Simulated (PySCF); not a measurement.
## Working out the ionisation energy of Mg⁺

Mg⁺ [Ne] 3s1 (2S) → Mg²⁺ [Ne] (1S). Calculation: PySCF 2.14, in x2c-QZVPPall (9s6p5d2f, 66 functions); the spin-free X2C one-electron Hamiltonian (Gaussian nucleus). Frozen: 1s2. Energies in hartree (1 hartree = 27.21139 eV):

| part | Mg⁺ (lower) | Mg²⁺ (upper) |
| --- | --- | --- |
| UHF | -199.678628 | -199.136751 |
| CCSD correlation | -0.263898 | -0.254892 |
| (T) | -0.002430 | -0.002101 |

Question: What does Hartree-Fock give?

Answer: (-199.136751) − (-199.678628) = 0.541877 hartree = 14.745 eV.

Question: What do CCSD and CCSD(T) give?

Answer: The CCSD correlation energies differ by 0.009006 hartree = 0.245 eV and the triples by 0.000329 hartree = 0.009 eV, so CCSD gives 14.990 eV and CCSD(T) 14.999 eV.

Measured between the centres of the two terms (NIST): 15.035 eV, so CCSD(T) (valence and next inner shell) is off by -0.036 eV.

What remains against the reference includes basis incompleteness, the frozen core and higher excitations.
